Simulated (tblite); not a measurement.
C₆H₈ClF.
SMILES with atom numbers: `[F:1][C@@H:2]1[C@@H:3]2[CH2:4][CH2:5][C@@:6]1([Cl:7])[CH2:8]2` (hydrogens: H9 on C2; H10 on C3; H11, H12 on C4; H13, H14 on C5; H15, H16 on C8)

Computed with GFN2-xTB (tblite), gas phase: Langevin dynamics at 600 K from the optimised GFN2-xTB geometry, time step 0.5 fs, friction 0.01 fs⁻¹, 2000 steps. The instantaneous temperature is 2·E(kin)/(3Nk) with all 3N coordinates.

| t (fs) | T (K) | E(pot) above start (eV) | F1–C2 (Å) | C2–C3 (Å) | C3–C4 (Å) | C4–C5 (Å) | C5–C6 (Å) | C2–H9 (Å) |
| --- | --- | --- | --- | --- | --- | --- | --- | --- |
| 0 | 488 | 0.000 | 1.366 | 1.536 | 1.533 | 1.546 | 1.529 | 1.090 |
| 25 | 268 | 0.727 | 1.378 | 1.561 | 1.600 | 1.624 | 1.535 | 1.070 |
| 50 | 363 | 0.752 | 1.367 | 1.637 | 1.519 | 1.610 | 1.566 | 1.132 |
| 75 | 399 | 0.649 | 1.344 | 1.580 | 1.512 | 1.526 | 1.529 | 1.211 |
| 100 | 467 | 0.546 | 1.341 | 1.485 | 1.533 | 1.578 | 1.492 | 1.125 |
| 125 | 334 | 0.725 | 1.421 | 1.516 | 1.539 | 1.599 | 1.486 | 1.042 |
| 150 | 463 | 0.636 | 1.434 | 1.522 | 1.532 | 1.549 | 1.520 | 1.100 |
| 175 | 262 | 0.915 | 1.346 | 1.559 | 1.566 | 1.554 | 1.503 | 1.143 |
| 200 | 432 | 0.907 | 1.343 | 1.559 | 1.486 | 1.580 | 1.527 | 1.103 |
| 225 | 537 | 0.799 | 1.355 | 1.547 | 1.490 | 1.534 | 1.489 | 1.038 |
| 250 | 442 | 0.859 | 1.439 | 1.553 | 1.478 | 1.558 | 1.535 | 1.075 |
| 275 | 579 | 0.814 | 1.442 | 1.557 | 1.498 | 1.616 | 1.502 | 1.133 |
| 300 | 553 | 1.041 | 1.268 | 1.499 | 1.551 | 1.568 | 1.564 | 1.169 |
| 325 | 586 | 0.844 | 1.315 | 1.544 | 1.562 | 1.462 | 1.577 | 1.113 |
| 350 | 496 | 0.819 | 1.415 | 1.567 | 1.571 | 1.492 | 1.562 | 1.062 |
| 375 | 514 | 0.743 | 1.386 | 1.518 | 1.557 | 1.603 | 1.524 | 1.065 |
| 400 | 540 | 0.811 | 1.378 | 1.503 | 1.536 | 1.603 | 1.481 | 1.097 |
| 425 | 355 | 1.037 | 1.396 | 1.555 | 1.542 | 1.487 | 1.475 | 1.098 |
| 450 | 500 | 0.718 | 1.343 | 1.516 | 1.537 | 1.509 | 1.483 | 1.069 |
| 475 | 503 | 1.184 | 1.333 | 1.515 | 1.492 | 1.607 | 1.542 | 1.069 |
| 500 | 569 | 0.907 | 1.419 | 1.673 | 1.475 | 1.659 | 1.561 | 1.086 |
| 525 | 391 | 0.989 | 1.397 | 1.562 | 1.583 | 1.562 | 1.545 | 1.112 |
| 550 | 711 | 0.490 | 1.332 | 1.535 | 1.554 | 1.494 | 1.550 | 1.102 |
| 575 | 406 | 0.861 | 1.393 | 1.516 | 1.586 | 1.511 | 1.575 | 1.064 |
| 600 | 449 | 0.857 | 1.366 | 1.558 | 1.680 | 1.604 | 1.566 | 1.082 |
| 625 | 480 | 0.776 | 1.335 | 1.511 | 1.592 | 1.556 | 1.480 | 1.128 |
| 650 | 520 | 0.728 | 1.357 | 1.526 | 1.513 | 1.531 | 1.491 | 1.126 |
| 675 | 544 | 0.943 | 1.354 | 1.531 | 1.615 | 1.584 | 1.498 | 1.098 |
| 700 | 508 | 1.207 | 1.403 | 1.512 | 1.544 | 1.531 | 1.496 | 1.065 |
| 725 | 699 | 0.910 | 1.404 | 1.491 | 1.528 | 1.503 | 1.579 | 1.096 |
| 750 | 609 | 0.853 | 1.390 | 1.495 | 1.552 | 1.571 | 1.498 | 1.116 |
| 775 | 728 | 0.763 | 1.376 | 1.515 | 1.617 | 1.555 | 1.542 | 1.086 |
| 800 | 617 | 1.150 | 1.397 | 1.531 | 1.508 | 1.504 | 1.608 | 1.058 |
| 825 | 742 | 0.941 | 1.448 | 1.564 | 1.455 | 1.543 | 1.520 | 1.078 |
| 850 | 494 | 1.234 | 1.361 | 1.611 | 1.543 | 1.568 | 1.474 | 1.156 |
| 875 | 572 | 1.286 | 1.341 | 1.571 | 1.487 | 1.528 | 1.637 | 1.163 |
| 900 | 777 | 1.034 | 1.398 | 1.495 | 1.555 | 1.564 | 1.568 | 1.120 |
| 925 | 664 | 1.281 | 1.408 | 1.513 | 1.563 | 1.581 | 1.448 | 1.087 |
| 950 | 743 | 1.034 | 1.379 | 1.549 | 1.441 | 1.525 | 1.509 | 1.070 |
| 975 | 820 | 0.825 | 1.381 | 1.535 | 1.525 | 1.539 | 1.524 | 1.013 |
| 1000 | 461 | 1.019 | 1.387 | 1.550 | 1.673 | 1.570 | 1.458 | 1.061 |

Question: From 500 fs on, how do temperature and potential energy compare with equipartition?

Answer: The mean temperature of these 21 frames is 596 K against the target 600 K, and the mean potential energy 0.96 eV against 42 × kT/2 = 1.09 eV for 42 classical harmonic modes. For 16 atoms in a canonical ensemble the temperature itself scatters by T·√(2/(3N)) = 122 K; here its standard deviation is 126 K. The whole run lasts only 10 friction times of 100 fs, so these averages carry a wide statistical error.

Question: What are the kinetic and total energies of the listed frame with the highest potential energy?

Answer: The one at 875 fs, 1.286 eV above the start. Its kinetic energy is 3NkT/2 = 1.183 eV at 572 K, so the sum is 2.47 eV; over the listed frames the sum runs from 1.01 to 2.66 eV, since the thermostat adds and removes energy.

Question: How much do the listed bonds fluctuate from 500 fs on?

Answer: 
| bond | at the start (Å) | mean (Å) | standard deviation (Å) |
| --- | --- | --- | --- |
| F1–C2 | 1.366 | 1.382 | 0.028 |
| C2–C3 | 1.536 | 1.540 | 0.041 |
| C3–C4 | 1.533 | 1.552 | 0.062 |
| C4–C5 | 1.546 | 1.552 | 0.037 |
| C5–C6 | 1.529 | 1.530 | 0.048 |
| C2–H9 | 1.090 | 1.094 | 0.034 |

The motion is classical and holds no zero-point motion.

What follows is the cost of the whole dynamics run. Time: 22 s; peak memory 0.18 GiB. Hardware: one thread, Arm Neoverse N1 (aarch64), no GPU, shared host.
